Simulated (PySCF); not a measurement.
## Electron correlation in Pb (lead, neutral)

[Xe] 4f14 5d10 6s1 6p3, 6s spin antiparallel (an excited configuration). Calculation: PySCF 2.14, in aug-cc-pVQZ-PP with one added diffuse shell each of s, p, d, f, g type with ECP60MDF (8s8p6d4f3g, 117 functions); scalar relativity through the core potential. Frozen: 5s2 5p6 5d10; 4 electrons correlated.

MP2 pair energies summed by pair of shells (mhartree):

| pair | energy | share (%) |
| --- | --- | --- |
| 6s-6p | -57.17 | 82.5 |
| 6p-6p | -12.09 | 17.5 |

Total MP2 correlation energy: -69.26 mhartree.

Same-spin part -12.09 and opposite-spin part -57.17 mhartree; SCS-MP2 scales them by 1/3 and 6/5 to -72.64 mhartree.

Spin-orbit coupling is strong in this species, so the high-spin LS determinant is a model state.
